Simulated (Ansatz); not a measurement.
Consider the isomerisation: `N[SiH2]/N=C(/N)F` → `NC1(F)N[SiH2]N1`.

Gas-phase electronic energies from Ansatz, PBE0-D4/def2-TZVP geometries. CCSD(T)/CBS adds triple-zeta CCSD(T) − MP2 to the extrapolated MP2 energy (def2 sets, frozen cores). DFT in def2-TZVPP. Each species was taken in one conformer, which may not be the lowest.

`N[SiH2]/N=C(/N)F`:

```xyz
12

N     1.176    1.123   -1.984
Si   -0.134    1.075   -0.881
N     0.135    0.042    0.473
C    -0.563   -0.830    1.014
N    -0.220   -1.636    2.042
F    -1.827   -1.146    0.623
H     2.072    1.476   -1.686
H     1.291    0.373   -2.646
H    -1.322    0.661   -1.672
H    -0.305    2.441   -0.328
H    -0.932   -2.159    2.517
H     0.631   -1.420    2.527
```

`NC1(F)N[SiH2]N1`:

Cartesian coordinates in Å:
```
N 1.342 1.098 -0.380
C 0.595 0.029 0.188
F 1.415 -0.648 1.115
N 0.070 -0.911 -0.770
Si -1.537 -0.635 -0.181
N -0.627 0.435 0.836
H 1.338 1.890 0.249
H 2.301 0.812 -0.535
H 0.425 -0.839 -1.709
H -2.229 -1.778 0.471
H -2.495 0.004 -1.119
H -0.596 0.543 1.836
```

| level | ΔE (kcal/mol) |
| --- | --- |
| ωB97X-V | 16.0 |
| HF/def2-TZVPP | 22.9 |

Problem. What does CCSD(T)/CBS give? (Best estimate.)

Solution. Ansatz gave: +17.0 kcal/mol. The listed levels differ from it by -1.0, 5.9 kcal/mol.

Largest T1 diagnostic among the species: 0.012.

From PBE to PBE0 (25 % exact exchange), in def2-TZVPP and without D4, ΔE moves by −2.6 kcal/mol. The D4 term adds −1.5 kcal/mol with B3LYP and −0.7 kcal/mol with PBE0; it sums over pairs of atoms, weighted by their polarisabilities, and B3LYP, whose exchange is more repulsive, gets the larger term.

CCSD(T)/CBS has its own doubt, a few kJ/mol and more with outer-core shells, so smaller differences from it don't rank the levels.

B3LYP here is the variant with VWN-RPA as its local correlation; programs differ in this.
